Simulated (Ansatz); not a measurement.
Reaction (formal exchange of groups at a C–F bond): `FCC(F)(F)C(F)(F)F` + difluoromethane → `FCC(F)(C(F)F)C(F)(F)F` + H–F

Computed with Ansatz on PBE0-D4/def2-TZVP structures; ΔE is electronic, products minus reactants. CCSD(T)/CBS adds triple-zeta CCSD(T) − MP2 to the extrapolated MP2 energy (def2 sets, frozen cores). This one scheme is used for every species. One conformer a species, not always the lowest.

```
                species  MP2/def2-QZVPP energy (Eh)
    `FCC(F)(F)C(F)(F)F`                  -713.88344
                  `FCF`                  -238.74858
`FCC(F)(C(F)F)C(F)(F)F`                  -852.27797
                    H–F                  -100.36692
```

Work out ΔE.

ΔE = (-852.27797) + (-100.36692) − (-713.88344) − (-238.74858) = -0.01287 Eh = -33.8 kJ/mol. CCSD(T)/CBS gives -29.6 kJ/mol.

What do rigid-rotor, harmonic-oscillator terms from PBE0-D4/def2-TZVP frequencies (298.15 K, 1 bar) make of the CCSD(T)/CBS value? (An estimate is asked.)

Computed: ΔZPE = -6.2 kJ/mol, ΔH = -32.6 kJ/mol, ΔS = -30 J/(mol·K), ΔG = -23.5 kJ/mol. Modes under 50 cm⁻¹ make the entropy rough.

Largest T1 diagnostic among the species: 0.012.

From PBE to PBE0 (25 % exact exchange), in def2-TZVPP and without D4, ΔE moves by −3.3 kJ/mol. At CCSD(T), def2-SVP lies +4.8 kJ/mol from the extrapolated value and def2-TZVPP +2.7 kJ/mol.
